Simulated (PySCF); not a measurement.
Species: C₅H₃N₃.
Bonds: C1–C2 (triple), C2–C3, C3–N4 (aromatic), N4–C5 (aromatic), C5–N6 (aromatic), N6–C7 (aromatic), C7–N8 (aromatic), C3–N8 (aromatic). Hydrogens: H9 on C1; H10 on C5; H11 on C7.

Computed by this run: PBE0-D3(BJ)/def2-SVP geometry optimisation, gas phase in PySCF; density fitting, grid level 2; the optimiser is geomeTRIC in internal coordinates, started from a GFN2-xTB structure.

Step 0: E = -9682.8504 eV
```
atom  x, y, z in Å  |  force x, y, z in eV/Å
C1      3.0503   -0.3853   -0.2138    0.052  -0.009  -0.001
C2      1.8602   -0.2352   -0.1655   -0.382   0.047   0.014
C3      0.4541   -0.0574   -0.1083   -0.581   0.070   0.031
N4     -0.3192   -1.1185   -0.3452    0.434  -0.327  -0.087
C5     -1.6145   -0.8897   -0.2779   -0.046   0.166   0.038
N6     -2.1776    0.2759   -0.0002   -0.454   0.059   0.017
C7     -1.3216    1.2617    0.2188   -0.091  -0.146  -0.037
N8     -0.0091    1.1603    0.1794    0.507   0.210   0.042
H9      4.0910   -0.5178   -0.2554    1.076  -0.135  -0.044
H10    -2.2741   -1.7280   -0.4670   -0.314  -0.394  -0.084
H11    -1.7340    2.2366    0.4491   -0.201   0.458   0.112
```

**Question.** Estimate the geometry and energy of step 1. (The exact step hangs on the optimiser's Hessian estimate; all steps are aligned on step 0, rigid shifts and turns removed.)

**Answer.** E = -9682.8915 eV, largest force 0.209 eV/Å
```
atom  x, y, z in Å  |  force x, y, z in eV/Å
C1      3.0711   -0.3887   -0.2144    0.208  -0.026  -0.008
C2      1.8720   -0.2366   -0.1657   -0.113   0.014   0.005
C3      0.4471   -0.0562   -0.1078    0.082  -0.010  -0.006
N4     -0.3210   -1.1234   -0.3476   -0.034  -0.015  -0.001
C5     -1.6253   -0.8916   -0.2787   -0.021  -0.062  -0.015
N6     -2.1928    0.2780   -0.0004   -0.033   0.004   0.001
C7     -1.3318    1.2668    0.2196   -0.004   0.065   0.017
N8     -0.0097    1.1660    0.1814   -0.028   0.023   0.006
H9      4.1395   -0.5241   -0.2577   -0.106   0.013   0.004
H10    -2.2936   -1.7423   -0.4686    0.030   0.036   0.008
H11    -1.7502    2.2549    0.4539    0.020  -0.042  -0.010
```

The energy changes by -0.0411 eV. The first-order estimate −F·Δx gives -0.0873 eV and the mean of the old and new forces, exact on a quadratic surface, -0.0419 eV. The step makes an angle of 44° with the force vector and moves no atom by more than 0.049 Å.

The cost below is that of the whole optimisation. The run took 11 s on AMD EPYC 9R45, one thread, no GPU, shared host with 96 logical CPUs at a one-minute load of 41, and the process peaked at 0.68 GiB of memory.
